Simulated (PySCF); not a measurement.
PySCF 2.14 output of an unrestricted LDA calculation on a single atom or ion in x2c-TZVPPall, with the spin-free X2C one-electron Hamiltonian (Gaussian nucleus):

```
SCF conv_tol = 1e-09
number electrons alpha = 40  beta = 34
    P. A. M. Dirac.,  Math. Proc. Cambridge Philos. Soc. 26, 376 (1930)
    F. Bloch.,  Z. Phys. 57, 545 (1929)
    S. H. Vosko, L. Wilk, and M. Nusair.,  Can. J. Phys. 58, 1200 (1980)
cycle= 1 E= -17243.6009117282  delta_E= -0.0332  |g|= 0.316  |ddm|= 0.477
cycle= 2 E= -17243.5992461125  delta_E= 0.00167  |g|= 0.324  |ddm|= 0.254
cycle= 3 E= -17243.6075244063  delta_E= -0.00828  |g|= 0.0144  |ddm|= 0.158
cycle= 4 E= -17243.6075614172  delta_E= -3.7e-05  |g|= 0.000341  |ddm|= 0.0145
cycle= 5 E= -17243.6075614524  delta_E= -3.52e-08  |g|= 1.63e-05  |ddm|= 0.000518
cycle= 6 E= -17243.6075614525  delta_E= -9.46e-11  |g|= 7.51e-07  |ddm|= 2.69e-05
converged SCF energy = -17243.6075614525  <S^2> = 12.000928  2S+1 = 7.0002652
```

The run itself started from symmetry-adapted Hartree-Fock orbitals and held the occupation by maximum overlap, on a logarithmic radial grid, so the iterations belong to that start.

Task: Which element, charge and spin multiplicity is this?

Result: Os²⁺ (osmium, charge +2), multiplicity 7; the state was [Xe] 4f14 5d5 6s1, high-spin 7S determinant (an excited configuration).

Spin-orbit coupling, which splits the p, d and f shells strongly at this Z, is absent.
